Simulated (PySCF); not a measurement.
Computed IR spectrum (relative IR intensity) of a molecule C4H9O, multiplicity 2. Geometry: PBE0-D3(BJ)/def2-SVP. Other conformers were not sampled. Level of theory: PBE0-D3(BJ)/def2-SVP (PySCF). No scaling factor is applied to the harmonic values.

Lines under 2 % of the strongest are left out, and lines within 2 cm⁻¹ are merged.

| ν (cm⁻¹) | relative intensity |
|---|---|
| 161 | 2.7 |
| 321 | 7.0 |
| 334 | 41 |
| 355 | 100 |
| 407 | 5.1 |
| 448 | 5.7 |
| 475 | 28 |
| 570 | 65 |
| 908 | 4.6 |
| 952 | 18 |
| 996 | 14 |
| 1006 | 17 |
| 1130 | 98 |
| 1244 | 47 |
| 1268 | 26 |
| 1339 | 63 |
| 1377 | 41 |
| 1387 | 14 |
| 1425 | 15 |
| 1444 | 2.5 |
| 1453 | 2.1 |
| 1468 | 10 |
| 3051 | 24 |
| 3059 | 15 |
| 3145 | 27 |
| 3159 | 15 |
| 3166 | 26 |
| 3175 | 21 |
| 3285 | 6.8 |
| 3865 | 35 |

Q: Which molecule gave these data?
(A) [CH2]C(C)(C)O
(B) CCCC[O]
(C) [CH2]COCC
(D) CCC[CH]O

A: A, [CH2]C(C)(C)O
